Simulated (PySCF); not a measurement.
SMILES COCC(C)O[C]=O (C₅H₉O₃), doublet (GFN2-xTB optimised geometry):

```
17

C      1.866     1.065     0.000
O      1.478     0.390    -1.177
C      0.135     0.532    -1.540
C     -0.859    -0.187    -0.619
C     -2.287    -0.087    -1.118
O     -0.494    -1.628    -0.597
C      0.211    -2.098     0.348
O      0.683    -1.673     1.364
H      1.500     2.098     0.000
H      2.954     1.065     0.000
H      1.514     0.553     0.902
H     -0.148     1.597    -1.581
H      0.062     0.102    -2.543
H     -0.768     0.177     0.410
H     -2.361    -0.504    -2.118
H     -2.598     0.955    -1.143
H     -2.954    -0.637    -0.459
```

Calculation: unrestricted B3LYP/def2-SVP run with PySCF.

Question: What are the frontier orbital energies (α orbitals alone; a β orbital can be the lowest empty one) and the dipole moment?

Answer: HOMO-2 -8.76 eV, HOMO-1 -7.37 eV, HOMO -5.65 eV, LUMO 0.43 eV, LUMO+1 1.27 eV; dipole moment 3.86 D.

On the same geometry unrestricted PBE/def2-SVP in PySCF gives HOMO-2 -7.41 eV, HOMO-1 -6.00 eV, HOMO -4.37 eV, LUMO -0.47 eV, LUMO+1 0.76 eV; dipole moment 3.71 D.

Meta-Löwdin charges at B3LYP/def2-SVP: C1 -0.08, O2 -0.39, C3 0.04, C4 0.13, C5 -0.29, O6 -0.29, C7 0.35, O8 -0.36, H9 0.08, H10 0.11, H11 0.10, H12 0.08, H13 0.11, H14 0.10, H15 0.11, H16 0.11, H17 0.11.
